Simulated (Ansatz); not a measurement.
One change: `CC[NH][SbH2]` becomes `CCNCN`.

Ansatz, PBE0-D4/def2-TZVP geometries, multiplicity 1. Each molecule was computed in one conformer, which needn't be the lowest.

Elements past krypton have def2 core potentials.

```
                                      property  `CC[NH][SbH2]`
size of the dipole moment (PBE/def2-TZVPP) / D            0.84
           LUMO energy (B3LYP/def2-TZVPP) / eV           -0.79
         HOMO energy (ωB97M-V/def2-TZVPP) / eV           -9.01
          HOMO–LUMO gap (PBE0/def2-TZVPP) / eV            6.17
         LUMO energy (ωB97M-V/def2-TZVPP) / eV            1.08
       HOMO–LUMO gap (ωB97M-V/def2-TZVPP) / eV           10.09
```

Question: What does the change do to each property? (An estimate is asked.)

Answer: Computed: 
```
                                      property  `CCNCN`  shift
size of the dipole moment (PBE/def2-TZVPP) / D     0.99   0.15
           LUMO energy (B3LYP/def2-TZVPP) / eV     0.87   1.66
         HOMO energy (ωB97M-V/def2-TZVPP) / eV    -8.68   0.33
          HOMO–LUMO gap (PBE0/def2-TZVPP) / eV     7.54   1.37
         LUMO energy (ωB97M-V/def2-TZVPP) / eV     2.63   1.55
       HOMO–LUMO gap (ωB97M-V/def2-TZVPP) / eV    11.31   1.22
```

With PBE0 the HOMO rises by 0.41 eV and the LUMO rises by 1.78 eV, so the gap widens by about 1.37 eV. PBE moves the HOMO by 0.47 eV and ωB97M-V by 0.33 eV. Dipoles are sizes alone; their direction can turn.

B3LYP here is the variant with VWN-RPA as its local correlation; programs differ in this.

Spin–orbit coupling is left out; it splits and shifts lone-pair levels of the heavy atoms by tenths of an eV.
